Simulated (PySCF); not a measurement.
CuH, optimised at PBE/def2-SVP:

```xyz
2

Cu     0.0041    -0.5394     0.4943
H     -0.0041     0.5394    -0.4943
```

Energies from PySCF (xtb for GFN2), thermal terms from the rigid-rotor harmonic-oscillator model, ideal gas at 1 bar. 6-31G* has spherical d functions here. All species are closed-shell singlets. B3LYP is the form with VWN-RPA correlation. Cu: all electrons, no relativistic terms.

**Question.** List the harmonic frequencies (cm⁻¹, unscaled) at this level and at the other levels, each on its own geometry.

**Answer.** 
- PBE/def2-SVP: 1873
- B3LYP/6-31G*: 2103
- GFN2-xTB: 1713
- HF/6-31G*: 1789
- PBE0/def2-TZVP: 1861
